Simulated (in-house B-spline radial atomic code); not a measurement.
The numbers below are computed, except where a source is named.
## C6 from the polarisability at imaginary frequency: neutral krypton

LDA exchange-only linear response of the closed shell [Ar] 3d10 4s2 4p6, from an all-electron radial atomic-structure program (B-spline basis); scalar-relativistic (spin-free one-electron X2C), finite nucleus, no spin-orbit coupling; shells from n = 2 respond.

The dispersion coefficient of two like species is C6 = (3/π) ∫ α(iu)² du from 0 to ∞.

| u (hartree) | α(iu) (bohr³) |
| --- | --- |
| 0 | 19.29 |
| 0.03 | 19.21 |
| 0.07 | 18.87 |
| 0.12 | 18.13 |
| 0.2 | 16.5 |
| 0.3 | 14.21 |
| 0.45 | 11.12 |
| 0.7 | 7.467 |
| 1 | 4.907 |
| 1.5 | 2.792 |
| 2.5 | 1.277 |
| 5 | 0.4408 |

(1) Fit one oscillator, α(iu) = α(0)/(1 + u²/ω²), through u = 1 and estimate C6.

(2) How does that compare with the full integral?

Results:

(1) From α(0)/α(iu) − 1 = 19.29/4.907 − 1 = 2.9311, ω = u/√2.9311 = 0.5841 hartree (15.9 eV). London's formula gives C6 = (3/4) α(0)² ω = 0.75 × 19.29² × 0.5841 = 163 hartree·bohr⁶, and the oscillator holds f = α(0) ω² = 6.58 electrons, of a sum of oscillator strengths of 34.6.

(2) The program's quadrature over all excitations gives C6 = 152.4, so the single oscillator is off by +6.9 %. At the last point the fit gives α = 0.26 against 0.441: higher excitations, and deeper shells where there are any, keep the true curve higher at large u.
